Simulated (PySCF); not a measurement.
# Shieldings and the share of exact exchange

Molecule: `C/C=C(\Cl)O[SiH3]`, C$_{3}$H$_{7}$ClOSi.

Geometry (Å), atoms numbered from 1 in this order:
```xyz
13

C     3.196    0.547    0.191
C     1.883   -0.082    0.498
C     0.673    0.385    0.178
Cl    0.458    1.895   -0.694
O    -0.466   -0.239    0.484
Si   -2.062    0.255    0.228
H     3.765    0.749    1.114
H     3.822   -0.120   -0.426
H     3.075    1.495   -0.349
H     1.865   -1.031    1.043
H    -2.357    0.388   -1.225
H    -2.857   -0.853    0.819
H    -2.346    1.533    0.939
```

GIAO shieldings (ppm, equivalent atoms averaged) in PySCF on the PBE0-D3(BJ)/def2-SVP geometry, basis pcSseg-1, gas phase, non-relativistic:

| functional | exact exchange (%) | σ(C1) | σ(Cl4) | σ(O5) | σ(Si6) |
| --- | --- | --- | --- | --- | --- |
| BLYP | 0 | 158.7 | 664.3 | 191.5 | 368.8 |
| BP86 | 0 | 163.0 | 672.7 | 195.6 | 372.4 |
| PBE | 0 | 163.6 | 674.5 | 195.7 | 373.5 |
| PBE0 | 25 | 169.1 | 705.5 | 211.6 | 387.7 |
| mPW1PW91 | 25 | 168.1 | 702.7 | 210.9 | 386.4 |
| BHandHLYP | 50 | 169.6 | 726.4 | 223.1 | 398.1 |
| HF | 100 | 178.1 | 785.1 | 249.2 | 433.2 |

Problem. Fit each shielding as a line in the percentage of exact exchange.

Solution. σ(C1) = 162.6 + 0.16 x (rms 1.9 ppm); σ(Cl4) = 671.9 + 1.14 x (rms 3.8 ppm); σ(O5) = 195.4 + 0.55 x (rms 1.9 ppm); σ(Si6) = 371.3 + 0.60 x (rms 2.0 ppm). The functionals also differ in their semilocal parts, which the line can't hold; Hartree–Fock has no correlation at all.

Problem. What does the line predict for B3LYP (20 %), and what does the run give?

Solution. σ(C1): 165.8 predicted, 163.6 computed; σ(Cl4): 694.7 predicted, 689.8 computed; σ(O5): 206.4 predicted, 205.1 computed; σ(Si6): 383.3 predicted, 379.7 computed ppm.
